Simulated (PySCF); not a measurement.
A homologous series of growing length: silicon-germanium chain methyl/methyl. Gas-phase values, no solvent. One relaxed conformer stands for each flexible species; it need not be the lowest. Strings in code marks are SMILES.

The HOMO–LUMO gap from two functionals at the same geometries (B3LYP-D3(BJ)/def2-SVP), both in PySCF: PBE-D3(BJ)/def2-TZVP and M06-2X/def2-TZVP. 

```tsv
species	PBE-D3(BJ)/def2-TZVP (eV)	M06-2X/def2-TZVP (eV)
n = 1 (`C[SiH2][GeH2][CH3]` (C–Si–Ge–C torsion 179°))	5.93	9.40
n = 2 (`C[SiH2][GeH2][SiH2][GeH2][CH3]`)	5.24	8.54
n = 3 (`C[SiH2][GeH2][SiH2][GeH2][SiH2][GeH2][CH3]`)	4.59	7.72
```

Over these rows, drawn at random from the members with no instability flagged (it was tested for open shells, ions and some series alone), PBE minus M06-2X: mean -3.30 eV, from -3.47 eV to -3.13 eV.
